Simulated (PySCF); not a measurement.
# Ionisation energy along the 42-electron series

Calculated with PySCF 2.14 and a two-component X2C-1e Hamiltonian (Gaussian nucleus, no Breit or QED terms), each ion in its own even-tempered basis scaled to its charge; GMP2 freezes [Ar] 3d10 and drops the highest virtual spinors. Values in eV. NIST values: (m) measured, (s) semi-empirical, (t) theoretical.

| ion | configuration | GHF (screened spin-orbit) | NIST |
| --- | --- | --- | --- |
| Tb²³⁺ | [Kr] 4d6 | 772.19 | 772 ± 4 (t) |
| Dy²⁴⁺ | [Kr] 4d6 | 827.36 | 827 ± 4 (t) |
| Ho²⁵⁺ | [Kr] 4d6 | 884.15 | 885 ± 4 (t) |

Between Z = 65 and Z = 67 the GHF (screened spin-orbit) value grows as Z to the power 4.47.
